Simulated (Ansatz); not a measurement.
**One elementary step**

Start structure (GeSiH₃F₃, singlet), relaxed at PBE0-D4/def2-TZVP:

```xyz
8
angstrom
Ge -0.0581 -0.5269 1.0930
Si 0.0550 0.4985 -1.0340
F 0.2952 -0.5588 -2.1849
F -1.2790 1.2704 -1.3868
F 1.2333 1.5494 -1.1188
H -1.2186 -1.5281 1.1055
H -0.2893 0.5514 2.1575
H 1.2616 -1.2560 1.3686
```

The step: GeSiH₃F₃ ([F][Si]([F])([F])[GeH3]) → GeH₃F ([F][GeH3]) + SiF₂; bonds formed: Ge1–F3; bonds broken: Ge1–Si2, Si2–F3. Program: Ansatz 0.2.0. Basis: def2-TZVPP and def2-QZVPP. Cores are frozen in the correlated methods. Filled d shells of the heavier atoms are correlated. The def2 sets are not built for correlating such inner shells, so the correlated values are less sure here. Extrapolation: Hartree–Fock as exp(−7.88 √X), correlation as X^−2.97. Energies below are by CCSD(T) at an estimated basis limit (MP2 extrapolated from triple and quadruple zeta, plus CCSD(T) − MP2 in triple zeta).

Q: What are the electronic barrier and the energy of the step, from the start structure to the end structure? (Judge from chemistry; the value comes from the calculation.)

A: Computed: Barrier 62.71 kcal/mol; step energy 56.69 kcal/mol (uphill); reverse barrier, their difference, 6.01 kcal/mol. Barrier and step energy count from the start structure, the reverse barrier from the end structure.

The saddle point: One imaginary mode of 217i cm⁻¹.
| pair | start (Å) | saddle (Å) | end (Å) |
| --- | --- | --- | --- |
| Ge1–F3 | 3.30 | 1.93 | 1.78 |
| Ge1–Si2 | 2.36 | 2.75 | 3.53 |
| Si2–F3 | 1.58 | 1.87 | 2.27 |

Zero-point energy (harmonic, PBE0-D4): ZPE is 20.71 kcal/mol at the start and 19.79 kcal/mol at the saddle, so the barrier goes from 62.71 to 61.79 kcal/mol.

T1 diagnostic: at most 0.014.

Losses and insertions of silylenes and their heavier kin drive the gas-phase chemistry of silicon and germanium vapour deposition.

Labels in which every atom is bracketed show which atoms are joined, not bond orders.

For scale, one of the runs: CCSD(T)/def2-TZVPP, 225 basis functions, launched by `ansatz run in.yaml --threads 8 --pin off --events-out ev --progress --plain --max-ram 19148MiB`. Time: 110 s of wall clock on 8 CPU threads of an Arm Neoverse V1; the host was shared. Peak host memory: 3.9 GiB.
